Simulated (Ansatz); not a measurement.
BFH4N2 (`NB(N)F`), relaxed with RKS PBE0-D4/def2-TZVP in Ansatz 0.2.0 from a PBE-D4/def2-SVP geometry. The force threshold is 0.005 eV/Å; the program also tests the step.

The species carries charge 0 and has multiplicity 1.

Start:

```xyz
8

N    -0.199    0.171   -1.249
B     0.413    0.164    0.033
N    -0.200   -0.326    1.218
F     1.676    0.666    0.135
H     0.287    0.541   -2.062
H    -1.140   -0.163   -1.442
H    -1.125   -0.746    1.257
H     0.289   -0.308    2.110
```

(1) By how much does the energy fall, and how many steps does the optimiser take? (An estimate is asked.)

(2) Which bonds change most? (Best estimate.)

(3) Give the relaxed structure. (Best estimate.)

Results:

(1) Ansatz gave: 0.69 kcal/mol, in 4 steps.

(2) Ansatz gave: N3–H7 from 1.017 to 1.002 Å; N1–H6 from 1.017 to 1.002 Å; N1–H5 from 1.018 to 1.003 Å; N3–H8 from 1.017 to 1.003 Å.

(3) The calculation gave: 
```xyz
8

N    -0.199    0.173   -1.239
B     0.408    0.163    0.033
N    -0.195   -0.331    1.207
F     1.658    0.661    0.134
H     0.281    0.538   -2.041
H    -1.121   -0.171   -1.428
H    -1.117   -0.722    1.247
H     0.286   -0.312    2.087
```
